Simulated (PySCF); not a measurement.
CH₅FO₂Si₂, SMILES O=C(O)[Si@@H](F)[SiH3]. Atoms are numbered in the order given.

```xyz
11

O      1.4218     1.6179     0.1863
C      1.3115     0.4933    -0.2376
O      2.3464    -0.3176    -0.4510
Si    -0.4433    -0.1743    -0.6232
F     -0.4147    -1.7656    -0.9713
Si    -1.7359     0.2336     1.2846
H      3.1507     0.1734    -0.2033
H     -0.9097     0.5586    -1.8338
H     -3.0902    -0.3754     1.1219
H     -1.8651     1.7089     1.4691
H     -1.0588    -0.3685     2.4717
```

Coordinates come from a PBE0-D3(BJ)/def2-SVP optimisation. The structure was generated by enumeration; whether it is a known compound was not checked. Other conformers were not sampled.

The numbers are results of PBE/pcSseg-1 (PySCF), not measurements.

GIAO shieldings, no solvent; atoms alike by connectivity are averaged. δ = σ(ref) − σ: ¹⁷O against H2O (σ = 334.3 ppm); ¹³C against TMS (σ = 182.0 ppm); ²⁹Si against TMS (σ = 335.4 ppm); ¹⁹F against CFCl3 (σ = 133.6 ppm); ¹H against TMS (σ = 31.49 ppm), references at their B3LYP-D3(BJ)/def2-TZVP geometries, non-relativistic.

| atoms | nucleus | count | δ (ppm) |
|---|---|---|---|
| O1 | ¹⁷O | 1 | 487.3 |
| O3 | ¹⁷O | 1 | ___ |
| C2 | ¹³C | 1 | 183.5 |
| Si4 | ²⁹Si | 1 | -7.0 |
| Si6 | ²⁹Si | 1 | -110.6 |
| F5 | ¹⁹F | 1 | ___ |
| H7 | ¹H | 1 | ___ |
| H8 | ¹H | 1 | 5.99 |
| H9, H10, H11 | ¹H | 3 | ___ |

### Question
What belongs in the gaps? (The exact figures need the calculation; the answer reports its results.)

### Answer

- O3, δ (ppm): 254.3
- H9, H10, H11, δ (ppm): 3.90
- H7, δ (ppm): 6.77
- F5, δ (ppm): -237.7
